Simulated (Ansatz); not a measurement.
A short molecular-dynamics run on C$_{6}$H$_{14}$O (`CCCC(O)CC`).

```yaml
crystal:
  periodic: [false, false, false]
  atoms:
    - {symbol: C, position_ang: [0.409818, -3.082373, -0.873222]}
    - {symbol: C, position_ang: [-0.412444, -1.824816, -0.652662]}
    - {symbol: C, position_ang: [0.395971, -0.692972, -0.042047]}
    - {symbol: C, position_ang: [-0.386814, 0.598538, 0.132578]}
    - {symbol: O, position_ang: [-0.882938, 1.075683, -1.109227]}
    - {symbol: C, position_ang: [0.422705, 1.666555, 0.852779]}
    - {symbol: C, position_ang: [-0.364606, 2.934474, 1.129034]}
    - {symbol: H, position_ang: [1.246380, -2.892022, -1.552041]}
    - {symbol: H, position_ang: [-0.191854, -3.884334, -1.307064]}
    - {symbol: H, position_ang: [0.829117, -3.453315, 0.066693]}
    - {symbol: H, position_ang: [-0.842806, -1.485734, -1.599144]}
    - {symbol: H, position_ang: [-1.262202, -2.049195, 0.002509]}
    - {symbol: H, position_ang: [1.276337, -0.486457, -0.668292]}
    - {symbol: H, position_ang: [0.788045, -1.003264, 0.933898]}
    - {symbol: H, position_ang: [-1.290478, 0.387826, 0.718191]}
    - {symbol: H, position_ang: [-0.126639, 1.270954, -1.671486]}
    - {symbol: H, position_ang: [1.309021, 1.896801, 0.245724]}
    - {symbol: H, position_ang: [0.800349, 1.245057, 1.790677]}
    - {symbol: H, position_ang: [-0.764776, 3.353427, 0.204102]}
    - {symbol: H, position_ang: [-1.210671, 2.731730, 1.791697]}
    - {symbol: H, position_ang: [0.258473, 3.693425, 1.607291]}
basis:
  gaussian: {orbitals: def2-SVP}
hamiltonian: {xc: {name: revPBE}, dispersion: d3bjatm}
md: {timestep: 0.5 fs, n_steps: 50, ensemble: nve, temperature: 300, initial_velocities: maxwell_boltzmann, seed: 14}
```

```sh
$ ansatz run in.yaml --threads 2 --pin off --events-out ev --progress --plain --max-ram 32768MiB --backend cpu
```

```
step  time (fs)  potential energy (eV)  kinetic (eV)  T (K)  conserved (eV)
   0        0.0             -8490.0531        0.7368    300      -8489.3164
   1        0.5             -8490.0550        0.7385    301      -8489.3165
   2        1.0             -8490.0303        0.7142    291      -8489.3161
   3        1.5             -8489.9847        0.6693    273      -8489.3154
   4        2.0             -8489.9288        0.6141    250      -8489.3147
   5        2.5             -8489.8736        0.5593    228      -8489.3142
   6        3.0             -8489.8265        0.5125    209      -8489.3140
   7        3.5             -8489.7911        0.4771    194      -8489.3140
   8        4.0             -8489.7674        0.4533    185      -8489.3141
   9        4.5             -8489.7537        0.4394    179      -8489.3143
  10        5.0             -8489.7472        0.4327    176      -8489.3145
  11        5.5             -8489.7445        0.4298    175      -8489.3147
  12        6.0             -8489.7417        0.4267    174      -8489.3149
  13        6.5             -8489.7356        0.4206    171      -8489.3150
  14        7.0             -8489.7257        0.4108    167      -8489.3149
  15        7.5             -8489.7144        0.3999    163      -8489.3145
  16        8.0             -8489.7076        0.3935    160      -8489.3141
  17        8.5             -8489.7123        0.3985    162      -8489.3138
  18        9.0             -8489.7330        0.4192    171      -8489.3138
  19        9.5             -8489.7692        0.4550    185      -8489.3142
  20       10.0             -8489.8143        0.4994    203      -8489.3149
  21       10.5             -8489.8577        0.5421    221      -8489.3156
  22       11.0             -8489.8890        0.5731    233      -8489.3160
  23       11.5             -8489.9025        0.5865    239      -8489.3159
  24       12.0             -8489.8989        0.5834    238      -8489.3155
  25       12.5             -8489.8848        0.5698    232      -8489.3150
  26       13.0             -8489.8680        0.5534    225      -8489.3146
  27       13.5             -8489.8540        0.5395    220      -8489.3146
  28       14.0             -8489.8439        0.5292    215      -8489.3147
  29       14.5             -8489.8355        0.5206    212      -8489.3149
  30       15.0             -8489.8264        0.5115    208      -8489.3149
  31       15.5             -8489.8157        0.5009    204      -8489.3148
  32       16.0             -8489.8047        0.4901    200      -8489.3146
  33       16.5             -8489.7953        0.4807    196      -8489.3146
  34       17.0             -8489.7881        0.4735    193      -8489.3147
  35       17.5             -8489.7820        0.4672    190      -8489.3149
  36       18.0             -8489.7743        0.4593    187      -8489.3150
  37       18.5             -8489.7629        0.4480    182      -8489.3150
  38       19.0             -8489.7486        0.4339    177      -8489.3147
  39       19.5             -8489.7353        0.4209    171      -8489.3144
  40       20.0             -8489.7282        0.4140    169      -8489.3142
  41       20.5             -8489.7307        0.4165    170      -8489.3142
  42       21.0             -8489.7418        0.4272    174      -8489.3146
  43       21.5             -8489.7559        0.4407    179      -8489.3151
  44       22.0             -8489.7655        0.4500    183      -8489.3155
  45       22.5             -8489.7655        0.4500    183      -8489.3155
  46       23.0             -8489.7556        0.4403    179      -8489.3152
  47       23.5             -8489.7396        0.4247    173      -8489.3149
  48       24.0             -8489.7227        0.4080    166      -8489.3147
  49       24.5             -8489.7082        0.3935    160      -8489.3147
  50       25.0             -8489.6960        0.3812    155      -8489.3148
```

Velocities are drawn at the set temperature; a run this short doesn't reach equilibrium.

Frames (Å, forces in eV/Å):

```xyz
21
time=0.0 fs
C     0.410   -3.082   -0.873   -0.131    0.092   -0.004
C    -0.412   -1.825   -0.653    0.228   -0.119    0.029
C     0.396   -0.693   -0.042   -0.183   -0.073   -0.005
C    -0.387    0.599    0.133    0.222    0.066   -0.185
O    -0.883    1.076   -1.109   -0.886    0.058   -0.115
C     0.423    1.667    0.853   -0.171    0.131    0.075
C    -0.365    2.934    1.129    0.136   -0.059    0.017
H     1.246   -2.892   -1.552    0.432    0.075   -0.335
H    -0.192   -3.884   -1.307   -0.291   -0.431   -0.225
H     0.829   -3.453    0.067    0.225   -0.200    0.462
H    -0.843   -1.486   -1.599   -0.229    0.215   -0.446
H    -1.262   -2.049    0.003   -0.432   -0.093    0.301
H     1.276   -0.486   -0.668    0.412    0.103   -0.263
H     0.788   -1.003    0.934    0.213   -0.161    0.444
H    -1.290    0.388    0.718   -0.418   -0.115    0.310
H    -0.127    1.271   -1.671    0.578    0.112   -0.329
H     1.309    1.897    0.246    0.432    0.086   -0.275
H     0.800    1.245    1.791    0.214   -0.188    0.455
H    -0.765    3.353    0.204   -0.214    0.181   -0.478
H    -1.211    2.732    1.792   -0.434   -0.086    0.321
H     0.258    3.693    1.607    0.298    0.406    0.246
21
time=3.0 fs
C     0.414   -3.088   -0.854   -0.118   -1.226   -0.537
C    -0.424   -1.821   -0.654    0.140   -0.706    0.208
C     0.402   -0.675   -0.067    0.179   -1.588    1.134
C    -0.365    0.585    0.123   -0.714    0.927    0.492
O    -0.882    1.093   -1.083   -0.049    0.543   -1.751
C     0.429    1.658    0.850    0.459   -0.018    1.048
C    -0.380    2.929    1.109   -0.237   -0.070    2.881
H     1.249   -2.938   -1.593   -0.102    0.111    0.544
H    -0.190   -3.934   -1.337    0.339    0.729    0.602
H     0.819   -3.485    0.126   -0.089    0.268   -0.668
H    -0.858   -1.517   -1.609   -0.180    0.292   -0.512
H    -1.299   -2.091   -0.017    0.140    0.286    0.121
H     1.291   -0.523   -0.708    0.205    0.222   -0.049
H     0.782   -0.998    0.959   -0.073    0.180   -0.788
H    -1.303    0.421    0.719    0.341   -0.325   -0.023
H    -0.147    1.312   -1.722   -0.500   -0.306    0.833
H     1.324    1.878    0.225    0.096    0.125    0.083
H     0.824    1.235    1.838   -0.303    0.372   -0.832
H    -0.736    3.407    0.224   -0.407    0.522   -1.246
H    -1.301    2.744    1.798    1.022   -0.066   -1.001
H     0.217    3.667    1.721   -0.150   -0.270   -0.537
21
time=6.0 fs
C     0.416   -3.100   -0.839   -0.116   -0.619   -0.731
C    -0.434   -1.823   -0.654   -0.195   -0.710   -0.807
C     0.409   -0.667   -0.085    0.481   -1.983    0.252
C    -0.348    0.579    0.116   -1.099    1.448    0.693
O    -0.882    1.112   -1.066   -1.014    0.283   -1.227
C     0.437    1.650    0.853    0.495    0.626    0.134
C    -0.396    2.924    1.106   -0.112    1.141    0.416
H     1.247   -2.974   -1.593   -0.099    0.234    0.711
H    -0.167   -3.933   -1.322   -0.065    0.313    0.438
H     0.805   -3.497    0.139    0.045    0.244   -0.464
H    -0.884   -1.526   -1.653    0.356   -0.045    0.624
H    -1.327   -2.109   -0.025    0.478    0.493   -0.012
H     1.319   -0.542   -0.749   -0.481    0.189    0.434
H     0.774   -0.982    0.929    0.178   -0.005   -0.372
H    -1.291    0.426    0.720    0.517   -0.453   -0.077
H    -0.194    1.333   -1.715    0.417   -0.076    0.127
H     1.346    1.870    0.212   -0.363    0.106    0.455
H     0.826    1.251    1.827   -0.122    0.118   -0.312
H    -0.732    3.491    0.163    0.511   -0.765    0.979
H    -1.319    2.748    1.730    0.244   -0.377   -0.538
H     0.167    3.624    1.794   -0.057   -0.163   -0.724
21
time=9.0 fs
C     0.418   -3.117   -0.828   -0.592    0.973   -0.367
C    -0.445   -1.829   -0.659    0.783   -0.571   -0.840
C     0.419   -0.673   -0.101   -0.395   -1.347   -0.711
C    -0.339    0.582    0.114   -0.368    1.161    0.300
O    -0.887    1.134   -1.055   -1.376    0.041   -0.709
C     0.449    1.646    0.857   -0.579    1.310   -0.863
C    -0.413    2.925    1.107    1.239    0.447   -1.283
H     1.242   -2.989   -1.539    0.548    0.352   -0.063
H    -0.154   -3.912   -1.275   -0.838   -0.891   -0.319
H     0.797   -3.491    0.119    0.384   -0.117    0.670
H    -0.885   -1.536   -1.654    0.257   -0.026    0.406
H    -1.319   -2.087   -0.031    0.002    0.280    0.311
H     1.314   -0.544   -0.760   -0.176    0.184    0.118
H     0.782   -0.968    0.875    0.576   -0.420    0.816
H    -1.241    0.393    0.719   -0.204   -0.416    0.296
H    -0.208    1.346   -1.698    0.817    0.081   -0.324
H     1.344    1.873    0.233    0.043    0.226    0.122
H     0.821    1.274    1.797    0.336   -0.439    0.983
H    -0.692    3.520    0.167    0.466   -0.748    0.870
H    -1.325    2.720    1.622   -1.358   -0.674    0.507
H     0.116    3.572    1.811    0.435    0.595    0.079
21
time=12.0 fs
C     0.416   -3.128   -0.820   -0.944    0.101   -0.083
C    -0.451   -1.839   -0.670    1.616   -0.532    0.448
C     0.427   -0.689   -0.120   -0.634   -0.762    0.565
C    -0.332    0.594    0.114   -0.123    0.111    0.281
O    -0.899    1.155   -1.049    0.130    0.216   -1.521
C     0.457    1.651    0.857   -0.667    0.876    0.604
C    -0.422    2.929    1.101    0.420   -1.614    1.610
H     1.277   -2.977   -1.486    0.224    0.144   -0.256
H    -0.198   -3.950   -1.245    0.075   -0.063   -0.029
H     0.815   -3.490    0.144   -0.006    0.074    0.224
H    -0.867   -1.546   -1.628   -0.287    0.226   -0.756
H    -1.309   -2.042   -0.012   -0.178    0.036    0.302
H     1.297   -0.530   -0.763    0.474    0.147   -0.471
H     0.833   -0.985    0.872    0.096   -0.147   -0.062
H    -1.204    0.327    0.738   -0.302   -0.002    0.166
H    -0.167    1.362   -1.694   -0.581   -0.239    0.730
H     1.346    1.894    0.263    0.483    0.266   -0.263
H     0.836    1.267    1.831   -0.109   -0.035   -0.085
H    -0.617    3.497    0.227   -0.219    0.726   -1.498
H    -1.417    2.642    1.542    0.458    0.080   -0.155
H     0.095    3.564    1.831    0.075    0.392    0.249
21
time=15.0 fs
C     0.407   -3.139   -0.813   -0.217   -0.703    0.127
C    -0.446   -1.853   -0.679    0.698   -0.024    0.487
C     0.430   -0.710   -0.137    0.526    0.201    0.759
C    -0.327    0.606    0.116   -0.593   -0.967    0.504
O    -0.911    1.178   -1.050   -0.143   -0.341   -0.303
C     0.461    1.663    0.860    0.309    0.529    1.078
C    -0.428    2.924    1.105   -0.149   -0.647    1.016
H     1.326   -2.953   -1.450   -0.755   -0.236    0.099
H    -0.237   -3.995   -1.220    0.863    0.701    0.200
H     0.833   -3.483    0.185   -0.492    0.302   -0.602
H    -0.868   -1.541   -1.652   -0.093   -0.055   -0.111
H    -1.309   -1.993    0.028    0.285   -0.108   -0.315
H     1.309   -0.505   -0.798   -0.124   -0.135   -0.077
H     0.892   -1.014    0.866   -0.385    0.146   -0.815
H    -1.188    0.262    0.769    0.184    0.586   -0.337
H    -0.160    1.363   -1.643    0.010    0.068   -0.119
H     1.381    1.935    0.278   -0.194   -0.039    0.104
H     0.844    1.256    1.861   -0.386    0.284   -0.872
H    -0.554    3.516    0.190   -0.143    0.046   -0.305
H    -1.479    2.570    1.455    1.365    0.706   -0.251
H     0.079    3.585    1.867   -0.567   -0.314   -0.268
21
time=18.0 fs
C     0.397   -3.153   -0.805    0.234    0.306    0.350
C    -0.435   -1.868   -0.684   -0.090    0.602   -0.280
C     0.437   -0.729   -0.149    0.755    1.324   -0.526
C    -0.326    0.612    0.122   -0.255   -1.096    0.075
O    -0.924    1.198   -1.052   -0.220   -0.822    0.590
C     0.466    1.678    0.870    0.315    0.461   -0.122
C    -0.434    2.914    1.115    0.996    0.966   -1.608
H     1.319   -2.948   -1.411   -0.525   -0.313   -0.188
H    -0.213   -3.992   -1.182    0.202   -0.160   -0.280
H     0.814   -3.453    0.186   -0.268    0.018   -0.029
H    -0.875   -1.541   -1.684    0.261   -0.363    0.778
H    -1.289   -1.954    0.044    0.193   -0.314   -0.430
H     1.314   -0.492   -0.840   -0.557   -0.311    0.265
H     0.925   -1.035    0.802   -0.081   -0.026    0.075
H    -1.162    0.244    0.776   -0.091    0.639   -0.192
H    -0.152    1.369   -1.601    0.417    0.275   -0.672
H     1.401    1.974    0.299   -0.513   -0.237    0.231
H     0.825    1.265    1.830    0.049   -0.100    0.195
H    -0.505    3.541    0.127   -0.073   -0.922    1.450
H    -1.443    2.551    1.351   -0.315    0.299    0.378
H     0.020    3.586    1.885   -0.435   -0.224   -0.058
21
time=21.0 fs
C     0.387   -3.166   -0.795   -0.194    0.998    0.400
C    -0.425   -1.878   -0.691    0.165    0.583   -0.053
C     0.449   -0.740   -0.164   -0.264    1.649   -0.787
C    -0.326    0.610    0.128    0.573   -0.458   -0.632
O    -0.937    1.215   -1.053    1.346   -0.743   -0.068
C     0.474    1.697    0.880   -0.564   -0.230   -0.383
C    -0.433    2.909    1.115    1.189    0.331   -1.295
H     1.273   -2.968   -1.391    0.537   -0.119   -0.720
H    -0.173   -4.003   -1.168   -0.512   -0.855   -0.548
H     0.773   -3.423    0.187    0.196   -0.333    0.800
H    -0.866   -1.568   -1.662   -0.025   -0.093    0.010
H    -1.256   -1.941    0.029   -0.402   -0.427    0.066
H     1.278   -0.502   -0.866    0.083   -0.079   -0.186
H     0.951   -1.057    0.745    0.281   -0.162    0.845
H    -1.147    0.278    0.770   -0.680    0.226    0.301
H    -0.125    1.395   -1.604   -0.944   -0.011    0.223
H     1.386    1.996    0.335    0.222   -0.070   -0.248
H     0.808    1.265    1.814    0.340   -0.336    0.909
H    -0.462    3.498    0.168   -0.156   -0.015    0.254
H    -1.430    2.556    1.276   -1.270   -0.129    0.551
H    -0.074    3.571    1.902    0.081    0.274    0.561
21
time=24.0 fs
C     0.377   -3.172   -0.782    0.109   -0.599    0.029
C    -0.414   -1.884   -0.697   -0.076    0.290    0.776
C     0.459   -0.739   -0.183   -0.406    0.996    0.700
C    -0.322    0.605    0.130    0.180    0.031   -0.442
O    -0.944    1.227   -1.053    0.673   -1.028    0.588
C     0.477    1.713    0.888   -0.276   -1.586    0.935
C    -0.425    2.907    1.108   -1.189   -0.820    1.697
H     1.262   -2.999   -1.422    0.184   -0.167   -0.066
H    -0.166   -4.070   -1.192    0.076    0.544    0.225
H     0.745   -3.418    0.241    0.062   -0.209   -0.193
H    -0.859   -1.602   -1.641   -0.361    0.238   -0.900
H    -1.253   -1.963    0.015   -0.308   -0.284    0.108
H     1.248   -0.519   -0.907    0.551    0.164   -0.446
H     0.993   -1.088    0.745   -0.256    0.328   -0.238
H    -1.181    0.333    0.782   -0.047    0.034   -0.047
H    -0.160    1.423   -1.600   -0.108    0.135   -0.282
H     1.387    2.010    0.353    0.457   -0.020   -0.341
H     0.815    1.245    1.859   -0.075    0.322   -0.394
H    -0.433    3.462    0.219   -0.166    1.430   -1.788
H    -1.501    2.558    1.244    0.801    0.333    0.115
H    -0.164    3.572    1.957    0.175   -0.133   -0.037
21
time=25.0 fs
C     0.374   -3.175   -0.777    0.483   -0.985   -0.136
C    -0.410   -1.885   -0.698   -0.498    0.294    0.667
C     0.462   -0.737   -0.189   -0.194    0.833    0.824
C    -0.321    0.603    0.130   -0.091    0.192   -0.297
O    -0.945    1.230   -1.052    0.171   -1.181    0.964
C     0.478    1.717    0.892    0.097   -1.781    0.967
C    -0.424    2.905    1.107   -1.610   -0.217    1.485
H     1.265   -3.013   -1.438   -0.125   -0.195    0.293
H    -0.164   -4.088   -1.199    0.177    0.875    0.422
H     0.737   -3.421    0.261   -0.002   -0.142   -0.576
H    -0.863   -1.610   -1.649   -0.234    0.189   -0.663
H    -1.259   -1.977    0.013   -0.098   -0.182   -0.023
H     1.248   -0.522   -0.929    0.369    0.153   -0.224
H     1.005   -1.095    0.746   -0.386    0.458   -0.524
H    -1.197    0.352    0.788    0.290   -0.024   -0.250
H    -0.180    1.434   -1.600    0.428    0.246   -0.605
H     1.396    2.015    0.351    0.186   -0.105   -0.156
H     0.818    1.241    1.872   -0.160    0.456   -0.666
H    -0.426    3.474    0.208   -0.145    1.086   -1.163
H    -1.518    2.564    1.237    1.141    0.353    0.016
H    -0.191    3.572    1.978    0.201   -0.322   -0.355
```

Run time 2.7 min (2 threads of an AMD EPYC 7R13 on a shared host); peak host memory 1 GiB.
